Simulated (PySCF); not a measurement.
Gas-phase reaction: B(OH)₃ + B₂H₆ → B₃O₃H₃ + 6 H

Computed with PySCF (xtb for GFN2) and rigid-rotor harmonic-oscillator thermochemistry at 1 bar. † marks an energy on the PBE0/def2-TZVP geometry and frequencies; other levels use their own. MP2 freezes the core. 6-31G* has spherical d functions here. Open shells (unrestricted): H (multiplicity 2); the rest are closed-shell singlets. GFN2 has no spin-polarisation term. B3LYP is the form with VWN-RPA correlation. MP2 isn't extrapolated to the basis-set limit.

```csv
level,"ΔH°(298 K), kJ"
B3LYP/def2-TZVP†,…
BLYP/def2-TZVP†,1081
GFN2-xTB,1273
HF/6-31G*,662
MP2/def2-TZVPP†,…
PBE0/def2-QZVP†,…
PBE0/def2-SVP†,…
r2SCAN/def2-TZVP†,1088
```

**Question.** Complete the blanks.

**Answer.** 
- B3LYP/def2-TZVP†, ΔH°(298 K), kJ: 1100
- MP2/def2-TZVPP†, ΔH°(298 K), kJ: 1034
- PBE0/def2-QZVP†, ΔH°(298 K), kJ: 1085
- PBE0/def2-SVP†, ΔH°(298 K), kJ: 1037
